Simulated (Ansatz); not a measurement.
## What each rung costs, and what it gives

Saddle point of BHBrCl$_{2}$F, closed shell (BCl₂F ([F][B]([Cl])[Cl]) + HBr → BBrCl₂ ([Cl][B]([Cl])[Br]) + HF; bonds formed: B1–Br6, F2–H5; bonds broken: B1–F2, H5–Br6), PBE0-D4/def2-TZVP structure:

| atom | x (Å) | y (Å) | z (Å) |
| --- | --- | --- | --- |
| B1 | -0.1487 | 0.2971 | -0.3328 |
| F2 | 1.2574 | -0.2219 | 0.0007 |
| Cl3 | -0.6934 | -0.3303 | -1.8789 |
| Cl4 | -0.2814 | 2.0100 | 0.0261 |
| H5 | 0.7477 | -0.8146 | 0.8390 |
| Br6 | -0.8815 | -0.9403 | 1.3458 |

Barriers are electronic and count from the start structure reached by relaxing down the imaginary mode.

Computed with Ansatz 0.2.0 (basis: as named in each row); correlated methods freeze the cores. Filled d shells of the heavier atoms are correlated. The def2 sets are not built for correlating such inner shells, so the correlated values are less sure here. B3LYP uses VWN-RPA correlation. Extrapolation: Hartree–Fock as exp(−7.88 √X), correlation as X^−2.97.

Times are rough, for one single point on 4 threads of a shared host (Arm Neoverse V1).

The estimate by CCSD(T) at an estimated basis limit (MP2 extrapolated from triple and quadruple zeta, plus CCSD(T) − MP2 in triple zeta) is 1.456 eV.

| method | basis | time (s) | barrier (eV) | method less estimate |
| --- | --- | --- | --- | --- |
| HF | STO-3G | under 1 | 1.292 | -0.164 |
| PBE-D4 | STO-3G | under 1 | 0.114 | -1.342 |
| SPW92 | def2-SVP | under 1 | 0.624 | -0.832 |
| PBE-D4 | def2-SVP | under 1 | 1.030 | -0.425 |
| B3LYP-D4 | 6-31G | under 1 | 1.304 | -0.152 |
| SPW92 | def2-TZVPP | 1 | 0.759 | -0.697 |
| PBE0-D4 | def2-SVP | 1 | 1.209 | -0.247 |
| PBE-D4 | def2-TZVPP | 2 | 1.134 | -0.322 |
| BLYP-D4 | def2-TZVPP | 2 | 1.392 | -0.064 |
| CCSD(T) | def2-SVP | 2 | 1.634 | 0.178 |
| B3LYP-D4 | def2-TZVPP | 3 | 1.497 | 0.042 |
| BHLYP-D4 | def2-TZVPP | 3 | 1.687 | 0.232 |
| CAM-B3LYP-D4 | def2-TZVPP | 3 | 1.525 | 0.069 |
| PBE0-D4 | def2-TZVPP | 3 | 1.291 | -0.164 |
| r2SCAN-D4 | def2-TZVPP | 4 | 1.281 | -0.175 |
| RPA on PBE | def2-TZVPP | 4 | 1.506 | 0.050 |
| wB97M-V | def2-SVP | 5 | 1.296 | -0.160 |
| B2PLYP | def2-TZVPP | 5 | 1.517 | 0.061 |
| r2SCAN0-D4 | def2-TZVPP | 6 | 1.380 | -0.076 |
| PBE-QIDH | def2-TZVPP | 6 | 1.376 | -0.080 |
| B97M-V | def2-TZVPP | 7 | 1.553 | 0.097 |
| wB97X-V | def2-TZVPP | 7 | 1.459 | 0.004 |
| wB97M-V | def2-TZVPP | 8 | 1.414 | -0.041 |
| MP2 | def2-QZVPP | 18 | 1.327 | -0.129 |
| CCSD(T) | def2-TZVPP | 40 | 1.509 | 0.054 |

All methods are single points on the PBE0-D4 structures.

No T1 diagnostic of these runs exceeds 0.010.

Labels in which every atom is bracketed show which atoms are joined, not bond orders.
